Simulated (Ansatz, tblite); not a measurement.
N-butyl-N-methylpyrrolidinium salts: gap (eV) at several levels, gas phase, relaxed structures; Ansatz, xTB through tblite. Core potentials for I in the def2 sets, no spin–orbit coupling. The structures are stationary points that may keep the symmetry of their start.

```
                                                                 species    state            geometry  GFN1-xTB  PBE-D4/def2-SVP  PBE-D4/def2-TZVP  r2SCAN-D4/def2-TZVP  PBE0-D4/def2-TZVP
                        N-butyl-N-methylpyrrolidinium bromide (C9H20BrN)  singlet     PBE-D4/def2-SVP      1.89             3.31              3.35                 4.17               5.30
                          N-butyl-N-methylpyrrolidinium iodide (C9H20IN)  singlet    PBE0-D4/def2-SVP      2.01             3.05              2.99                 3.78               4.80
                       N-butyl-N-methylpyrrolidinium chloride (C9H20ClN)  singlet  r2SCAN-D4/def2-SVP      6.60             3.45              3.55                 4.39               5.60
                    N-butyl-N-methylpyrrolidinium dicyanamide (C11H20N4)  singlet     PBE-D4/def2-SVP      4.07             3.87              3.79                 4.58               5.77
N-butyl-N-methylpyrrolidinium cyclic bis(sulfonyl)imide (C12H20F6N2O4S2)  singlet     PBE-D4/def2-SVP      4.81             5.34              5.26                 5.97               7.65
```

(1) Estimate the column for GFN2-xTB.

(1) N-butyl-N-methylpyrrolidinium bromide (C9H20BrN) 4.49; N-butyl-N-methylpyrrolidinium iodide (C9H20IN) 4.56; N-butyl-N-methylpyrrolidinium chloride (C9H20ClN) 5.82; N-butyl-N-methylpyrrolidinium dicyanamide (C11H20N4) 4.59; N-butyl-N-methylpyrrolidinium cyclic bis(sulfonyl)imide (C12H20F6N2O4S2) 5.65.

Over the 5 species that have every level, the mean is 3.88 at GFN1-xTB, 5.02 at GFN2-xTB, 3.80 at PBE-D4/def2-SVP, 3.79 at PBE-D4/def2-TZVP, 4.58 at r2SCAN-D4/def2-TZVP, 5.82 at PBE0-D4/def2-TZVP. Orbital gaps grow with the share of exact exchange and aren't one observable across functionals.
